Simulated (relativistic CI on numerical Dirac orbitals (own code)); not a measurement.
# Calculated levels, Ar7+

Computed by Dirac-Coulomb-Breit CI, KLI orbitals optimised for each configuration, QED by a radiative potential, valence Slater integrals scaled by 0.9, P86 correlation estimate, and configurations built on the next ion tied to the tabulated ionisation energy (semi-empirical) (own radial code, finite nucleus).

Configuration list (outside the closed core [Ne]): 3s, 3p, 3d, 4s, 4p, 4d, 4f, 5s, 5p, 5d, 5f, 5g. Levels of other configurations are missing.

The lowest level is 3s 2S_1/2, with 100 % of that term; Hund's rules for 3s give 2S with J = 1/2, in agreement.

```tsv
No.	Configuration	Term	J	E (eV)	%	Next component (%)	Lifetime (s)
1	3s	2S	1/2	0.000	100		
2	3p	2P°	1/2	17.941	100		3.56e-10
3	3p	2P°	3/2	18.273	100		3.36e-10
4	3d	2D	3/2	41.801	100		1.28e-10
5	3d	2D	5/2	41.815	100		1.32e-10
6	4s	2S	1/2	71.552	100		3.23e-11
7	4p	2P°	1/2	78.064	100		5.83e-11
8	4p	2P°	3/2	78.186	100		5.98e-11
9	4d	2D	3/2	86.578	100		6.33e-11
10	4d	2D	5/2	86.584	100		6.26e-11
11	4f	2F°	5/2	88.958	100		1.60e-11
12	4f	2F°	7/2	88.962	100		1.60e-11
13	5s	2S	1/2	100.148	100		4.31e-11
14	5p	2P°	1/2	103.262	100		6.97e-11
15	5p	2P°	3/2	103.320	100		7.15e-11
16	5d	2D	3/2	107.316	100		6.95e-11
17	5d	2D	5/2	107.320	100		6.91e-11
18	5f	2F°	5/2	108.570	100		2.86e-11
19	5f	2F°	7/2	108.572	100		2.86e-11
20	5g	2G	7/2	108.624	100		5.71e-11
21	5g	2G	9/2	108.625	100		5.72e-11
```

Energies count from the lowest computed level; ° marks odd parity; lifetimes are radiative, by E1, M1, E2, M2, E3 decay to levels of this space only.

The mean weight of the leading LS term, summed over parents, in these 21 levels is 100 %, and that of the leading jj configuration (from the same eigenvectors) 100 %.

Configurations that consist of the next ion and one excited electron were tied to the tabulated ionisation energy; Rydberg ones are usually within 1,000 to 3,000 cm⁻¹ and the lowest ones within about 6,000 (9,000 in d shells), while levels on excited terms of the next ion carry the error of that term, and the other configurations can be misplaced by 10,000 cm⁻¹ or more. Rates follow the energies as ν³ (E1, M1) or ν⁵ (E2), so rates, branching and lifetimes can be off by large factors. 20 of the 20 excited levels that our extract of the measured tables holds in this range could be paired (the sources list more); they are missed by 1403 cm⁻¹ on average and 4613 at most, and levels without a partner can miss by more.
